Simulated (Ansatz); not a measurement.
IrO2, SMILES [O]=[Ir]=[O] (connectivity only; charge and spin as stated), neutral, multiplicity 4.

The structure is a stationary point at B3LYP-D3(BJ)/def2-TZVP. The multiplicity is an assumed one; other spin states were not compared. The def2 effective core potentials stand for the cores of Ir; spin–orbit coupling is left out.

Two levels are set side by side: PBE/def2-TZVPD (Ansatz, a program for electronic structure) and CAM-B3LYP/def2-TZVPD (Ansatz). Energy differences of separate SCF runs at the same geometry; the states with an electron removed or added have multiplicity 3 and 3. Differences are taken from unrounded values.

```
quantity                         CAM-B3LYP
-------------------------------  ---------
vertical ionisation energy (eV)      10.43
vertical electron affinity (eV)       2.83
```

### Question
What does PBE give, and how far is it from CAM-B3LYP? (The exact figures need the calculation; the answer reports its results.)

### Answer

| quantity | PBE | PBE minus CAM-B3LYP |
|---|---|---|
| vertical ionisation energy (eV) | 9.84 | -0.59 |
| vertical electron affinity (eV) | 2.59 | -0.25 |
